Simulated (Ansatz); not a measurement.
SiSbH$_{7}$ (SMILES [SiH4].[SbH3]), singlet: a trajectory.

The input file, in.yaml:

```yaml
crystal:
  periodic: [false, false, false]
  atoms:
    - {symbol: Si, position_ang: [-0.132212, 0.041699, -1.859945]}
    - {symbol: H, position_ang: [1.199432, 0.680002, -1.707583]}
    - {symbol: H, position_ang: [-0.644115, 0.280102, -3.233199]}
    - {symbol: H, position_ang: [-1.075141, 0.635865, -0.876517]}
    - {symbol: H, position_ang: [-0.018310, -1.417473, -1.614845]}
    - {symbol: Sb, position_ang: [0.222567, 0.659323, 2.237885]}
    - {symbol: H, position_ang: [0.956695, -0.492884, 1.211795]}
    - {symbol: H, position_ang: [-1.252662, -0.199278, 2.214898]}
    - {symbol: H, position_ang: [0.743846, -0.187259, 3.627511]}
basis:
  gaussian: {orbitals: cc-pVDZ}
hamiltonian: {xc: r2scan, dispersion: d4}
md: {n_steps: 80, timestep: 0.5, temperature: 1500, ensemble: nve, seed: 843, initial_velocities: maxwell_boltzmann}
```

Command:

```bash
ansatz run in.yaml --threads 4 --pin off --events-out ev --progress --plain --max-ram 9574MiB
```

Output of Ansatz 0.2.0:

```
Functional definition: r2SCAN
  name "r2SCAN"
  cite "Furness, Kaplan, Ning, Perdew & Sun, J. Phys. Chem. Lett. 11, 8208 (2020) doi:10.1021/acs.jpclett.0c02405"
  cite "Furness, Kaplan, Ning, Perdew & Sun, J. Phys. Chem. Lett. 11, 9248 (2020) doi:10.1021/acs.jpclett.0c03077"
  parent r2scan
  parameter k0 = 0.174
  parameter k1 = 0.065
  parameter a1 = 4.9479
  exchange = r2scan_x(k0 = k0, k1 = k1, a1 = a1)
  correlation = r2scan_c
Error: . the basis set cc-pVDZ has no functions for Sb
```

The run took about 0.3 s on 4 CPU threads of an Arm Neoverse V1 (shared host).


The program refused the input.